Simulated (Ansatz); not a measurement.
Molecule: sum formula BBrF, charge 0, multiplicity 2. It need not be the lowest isomer of its formula. 
Coordinates optimised at B3LYP-D3(BJ)/def2-TZVP (Ansatz, a first-principles code):
```xyz
3

B     -1.2476    -0.1514    -0.0288
F     -1.9131     0.9646    -0.0097
Br     0.6702    -0.2264     0.0066
```
Charge 0, spin multiplicity 2.

Computed values are from Ansatz. Cores are frozen in the correlated levels unless marked. UHF or UKS for open shells. Spin-orbit coupling is left out. The frozen core is the preceding noble-gas configuration, with the filled d and f shells of earlier blocks. Non-relativistic. Basis-set limits of correlation are two-point, X^-3; Hartree-Fock from the larger set.

Problem. What is the dipole moment at CCSD(T)/aug-cc-pVDZ?

Solution. 0.06 D.

Problem. What is the atomisation energy De at CCSD(T)/CBS(cc-pVTZ,cc-pVQZ)?

Solution. 972.8 kJ/mol.

Problem. What is the T1 diagnostic at CCSD/cc-pVQZ?

Solution. 0.016.

Problem. What is the total energy at CCSD(T)/CBS(cc-pVTZ,cc-pVQZ)?

Solution. -2697.2727 Eh.
